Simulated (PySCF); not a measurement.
Computed shifts of a molecule C₃H₁₀Si₃, PBE/pcSseg-1 run with PySCF, GIAO, gas phase, atoms alike by connectivity averaged where their shifts nearly agree, in ppm (number of nuclei): ¹³C: 157.7 (1), 134.2 (1), 29.9 (1). ²⁹Si: -53.9 (1), -63.4 (1), -66.1 (1). ¹H: 6.23 (1), 5.89 (1), 5.44 (1), 5.04 (1), 4.89 (1), 4.56 (1), 4.37 (3), 2.89 (1). References: ¹³C against TMS (σ = 182.0 ppm); ²⁹Si against TMS (σ = 335.4 ppm); ¹H against TMS (σ = 31.49 ppm), references at their B3LYP-D3(BJ)/def2-TZVP geometries, non-relativistic. Coordinates come from a B3LYP-D3(BJ)/def2-SVP optimisation. The values are those of a single conformer.

Identify the compound among the candidates.
A. C#C[Si@@H](C)[SiH2][SiH3]
B. C=C1[SiH2][SiH2][C@H]1[SiH3]
C. CC1=C[SiH2][Si@@H]1[SiH3]
D. C#C[Si@H]([SiH3])C[SiH3]

B, C=C1[SiH2][SiH2][C@H]1[SiH3]
